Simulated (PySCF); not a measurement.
C4H6ClF, SMILES C=CC[C@H](F)Cl.

Geometry optimised at B3LYP-D3(BJ)/def2-SVP. The structure was generated by enumeration; whether it is a known compound was not checked. Other conformers were not sampled.

Level of theory: PBE/def2-TZVP (PySCF).

Isolated molecule, no solvent.

* **total energy**: -715.67673 hartree
* **highest occupied level**: -6.75 eV
* **lowest empty level**: -1.42 eV
* **orbital gap**: 5.33 eV
* **dipole moment**: 1.97 D
* **quadrupole, principal values (traceless, Buckingham form, about the centre of nuclear charge)**: -1.40, -0.04, 1.43 D·Å
* **mean static polarisability**: 64.4 bohr³ (9.55 Å³)
* **polarisability, principal values**: 47.6, 56.9, 88.7 bohr³
